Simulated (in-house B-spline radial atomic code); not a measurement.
Configurations of Ag V (Ag4+), with energies counted from [Kr] 4d7. Level of theory: scalar-relativistic (X2C) wB97X, spin-polarised, spherical fractional occupations, exact exchange averaged over the configuration, Fermi nucleus of rms radius 4.5454 fm; calculated with an all-electron radial atomic-structure program (B-spline basis). Shells without spins written out take the highest spin.

Occupations are held fixed; configurations that lie above the ionisation limit could autoionise.

| configuration | E - E(ref) (eV) | highest orbital | its <r> (bohr) |
| --- | --- | --- | --- |
| [Kr] 4d6 5p1 | 25.953 | 5p up | 2.407 |
| [Ar] 3d10 4s2 4p5 4d8 | 55.026 | 4d down | 1.197 |
| [Ar] 3d10 4s2 4p5 4d7 5p1 | 81.525 | 5p up | 2.394 |

Order these further configurations by energy, lowest first.
A. [Ar] 3d10 4s2 4p5 4d7 5s1
B. [Ar] 3d10 4s2 4p5 4d7 4f1
C. [Ar] 3d10 4s2 4p5 4d7 5d1
D. [Kr] 4d6 5s1

D (16.552 eV), A (72.054 eV), C (94.354 eV), B (97.044 eV).
